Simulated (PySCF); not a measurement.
FGeH3Zn, SMILES [Zn]([F])[GeH3]. Atoms are numbered in the order given.

```xyz
6

Zn     0.0000     0.0000    -0.9275
F      0.0000     0.0000    -2.6792
Ge     0.0000     0.0000     1.4362
H      1.2443     0.7184     1.9929
H     -1.2443     0.7184     1.9929
H      0.0000    -1.4368     1.9929
```
Charge 0, spin multiplicity 1.

Geometry optimised at PBE0-D3(BJ)/def2-SVP. The structure was generated by enumeration; whether it is a known compound was not checked.

The numbers are results of PySCF with M06-2X/def2-TZVPD, not measurements.

Symmetry labels are those of the subgroup Cs that the program uses (full group C3v).

Computed valence orbital energies around the gap with their symmetry:
```json
[
 {"orbital": "HOMO−7", "symmetry": "A\"", "energy (eV)": "-18.26"},
 {"orbital": "HOMO−6", "symmetry": "A'", "energy (eV)": "-16.80"},
 {"orbital": "HOMO−5", "symmetry": "A'", "energy (eV)": "-12.89"},
 {"orbital": "HOMO−4", "symmetry": "A'", "energy (eV)": "-12.14"},
 {"orbital": "HOMO−3", "symmetry": "A\"", "energy (eV)": "-12.14"},
 {"orbital": "HOMO−2", "symmetry": "A'", "energy (eV)": "-11.02"},
 {"orbital": "HOMO−1", "symmetry": "A\"", "energy (eV)": "-11.02"},
 {"orbital": "HOMO", "symmetry": "A'", "energy (eV)": "-9.34"},
 {"orbital": "LUMO", "symmetry": "A'", "energy (eV)": "-0.57"},
 {"orbital": "LUMO+1", "symmetry": "A\"", "energy (eV)": "-0.57"},
 {"orbital": "LUMO+2", "symmetry": "A'", "energy (eV)": "-0.43"},
 {"orbital": "LUMO+3", "symmetry": "A'", "energy (eV)": "0.53"}
]
```
